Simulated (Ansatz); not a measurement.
`Sc1ccc(-c2ccc(-c3ccc(-c4ccc(S)nc4)nc3)nc2)nc1` with charge +1. Charge 1, multiplicity 2. Geometry PBE-D4/def2-SVP, that of the neutral singlet; atoms count from 1.

| atom | x (Å) | y (Å) | z (Å) |
| --- | --- | --- | --- |
| S1 | -6.243 | 7.004 | -1.117 |
| C2 | -5.118 | 5.687 | -0.761 |
| C3 | -4.951 | 5.098 | 0.508 |
| C4 | -4.028 | 4.062 | 0.663 |
| C5 | -3.278 | 3.618 | -0.451 |
| C6 | -2.283 | 2.525 | -0.365 |
| C7 | -1.512 | 2.172 | -1.495 |
| C8 | -0.575 | 1.146 | -1.404 |
| C9 | -0.404 | 0.467 | -0.174 |
| C10 | 0.576 | -0.627 | 0.009 |
| C11 | 0.643 | -1.327 | 1.234 |
| C12 | 1.568 | -2.356 | 1.397 |
| C13 | 2.433 | -2.691 | 0.327 |
| C14 | 3.436 | -3.775 | 0.420 |
| C15 | 3.583 | -4.613 | 1.549 |
| C16 | 4.556 | -5.611 | 1.558 |
| C17 | 5.376 | -5.752 | 0.414 |
| S18 | 6.622 | -7.014 | 0.397 |
| N19 | 5.256 | -4.970 | -0.671 |
| C20 | 4.317 | -4.018 | -0.661 |
| N21 | 2.378 | -2.016 | -0.845 |
| C22 | 1.492 | -1.033 | -0.991 |
| N23 | -1.148 | 0.794 | 0.908 |
| C24 | -2.043 | 1.776 | 0.811 |
| N25 | -3.442 | 4.192 | -1.665 |
| C26 | -4.320 | 5.180 | -1.816 |
| H27 | -6.736 | 7.124 | 0.147 |
| H28 | -5.536 | 5.448 | 1.373 |
| H29 | -3.894 | 3.607 | 1.655 |
| H30 | -1.679 | 2.724 | -2.431 |
| H31 | 0.018 | 0.871 | -2.288 |
| H32 | -0.046 | -1.031 | 2.038 |
| H33 | 1.617 | -2.894 | 2.353 |
| H34 | 2.934 | -4.495 | 2.430 |
| H35 | 4.681 | -6.272 | 2.428 |
| H36 | 7.042 | -6.681 | -0.856 |
| H37 | 4.229 | -3.385 | -1.559 |
| H38 | 1.511 | -0.523 | -1.970 |
| H39 | -2.618 | 1.982 | 1.731 |
| H40 | -4.412 | 5.611 | -2.831 |

Single mean-field runs in def2-TZVP are fitted with def2-universal-jkfit.

Q: Estimate the Mulliken populations of the heavy atoms from the PBE0/def2-TZVP orbitals of Ansatz.

A: 
| atom | charge (e) | spin (α − β) |
| --- | --- | --- |
| S1 | -0.05 | 0.11 |
| C2 | 0.17 | 0.07 |
| C3 | -0.19 | -0.03 |
| C4 | -0.20 | 0.05 |
| C5 | 0.25 | 0.02 |
| C6 | 0.10 | 0.10 |
| C7 | -0.20 | -0.03 |
| C8 | -0.16 | 0.05 |
| C9 | 0.30 | 0.03 |
| C10 | 0.06 | 0.10 |
| C11 | -0.18 | -0.02 |
| C12 | -0.17 | 0.04 |
| C13 | 0.33 | 0.05 |
| C14 | 0.05 | 0.08 |
| C15 | -0.14 | -0.02 |
| C16 | -0.15 | 0.04 |
| C17 | 0.21 | 0.05 |
| S18 | -0.05 | 0.16 |
| N19 | -0.21 | -0.01 |
| C20 | -0.09 | 0.05 |
| N21 | -0.21 | 0.01 |
| C22 | -0.07 | 0.03 |
| N23 | -0.21 | 0.02 |
| C24 | -0.07 | 0.03 |
| N25 | -0.21 | 0.01 |
| C26 | -0.10 | 0.02 |
Mulliken values depend strongly on the basis.

Q: Where does the spin sit?

A: Summed by element: S 0.27, C 0.72, N 0.03, H -0.02, of 1 unpaired in all. Largest on single atoms: S18 0.16, S1 0.11, C10 0.10.

Q: And the Mayer bond orders between heavy atoms (over 0.3)?

A: S1–C2 1.17 (1.77 Å); C2–C3 1.32 (1.41 Å); C2–C26 1.25 (1.42 Å); C3–C4 1.52 (1.40 Å); C4–C5 1.33 (1.41 Å); C5–C6 1.05 (1.48 Å); C5–N25 1.31 (1.35 Å); C6–C7 1.30 (1.41 Å); C6–C24 1.26 (1.41 Å); C7–C8 1.48 (1.39 Å); C8–C9 1.28 (1.42 Å); C9–C10 1.05 (1.48 Å); C9–N23 1.28 (1.35 Å); C10–C11 1.30 (1.41 Å); C10–C22 1.26 (1.42 Å); C11–C12 1.48 (1.39 Å); C12–C13 1.29 (1.42 Å); C13–C14 1.07 (1.48 Å); C13–N21 1.26 (1.35 Å); C14–C15 1.29 (1.41 Å); C14–C20 1.29 (1.42 Å); C15–C16 1.55 (1.39 Å); C16–C17 1.28 (1.41 Å); C17–S18 1.18 (1.77 Å); C17–N19 1.37 (1.34 Å); N19–C20 1.57 (1.34 Å); N21–C22 1.63 (1.33 Å); N23–C24 1.62 (1.33 Å); N25–C26 1.60 (1.33 Å).
